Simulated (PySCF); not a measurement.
Spinor energies of Pd⁺ (palladium, charge +1)

Start: [Kr] 4d9; 4d3/2 filled at m_j = -3/2, -1/2, +1/2, +3/2; 4d5/2 filled at m_j = -3/2, -1/2, +1/2, +3/2, +5/2. Calculated with PySCF 2.14 in x2c-SVPall-2c (6s8p6d1f, 67 functions): generalised Hartree-Fock with the X2C-1e Hamiltonian and a Gaussian nucleus; one run each with spin-orbit coupling (SO) switched off, then screened by Boettger's factors.

```
spinor shell  electrons  ε, spin-free (eV)  ε, screened SO (eV)  weight of nominal j (screened SO)  rms radius, screened SO (bohr)
       1s1/2          2           -24483.1             -24481.4                              1.000                          0.0366
       2s1/2          2            -3667.3              -3666.8                              1.000                           0.150
       2p1/2          2            -3283.2              -3393.6                              1.000                           0.130
       2p3/2          4            -3283.2              -3231.9                              1.000                           0.135
       3s1/2          2            -706.41              -706.26                              1.000                           0.403
       3p1/2          2            -576.73              -596.65                              1.000                           0.399
       3p3/2          4            -576.73              -567.40                              1.000                           0.410
       3d3/2          4            -371.00              -374.44                              0.999                           0.387
       3d5/2          6            -371.00              -368.55                              0.999                           0.390
       4s1/2          2            -116.43              -116.39                              1.000                            1.02
       4p1/2          2            -77.051              -80.950                              0.985                            1.10
       4p3/2          4            -77.051              -75.183                              0.992                            1.13
       4d3/2          4            -20.685              -21.238                              0.899                            1.57
       4d5/2          5            -20.685              -20.255                              0.919                            1.60
```

```tsv
quantity	spin-free	screened SO
E (hartree)	-5041.63745	-5042.47206
M_J	5/2	5/2
⟨J²⟩	8.773	8.776
⟨L²⟩	6.019	6.033
⟨S²⟩	0.755	0.768
```

Each row is a mean over spinors that exchange with the open shell spreads, by up to 4.955 eV (4p3/2).

Rows whose weight is well below 1 are mixtures of j = l ± 1/2: exchange outweighs spin-orbit coupling there, and the label is only the starting occupation.

Breit and QED terms are absent; they matter most for the inner s and p1/2 levels.

Densities and radii are taken from the X2C orbitals without a picture-change correction, which distorts them close to the nucleus.

Without spin-orbit coupling the j labels of p, d and f shells carry no meaning; the spin-free column gives the mean over the occupied spinors of each nl shell.
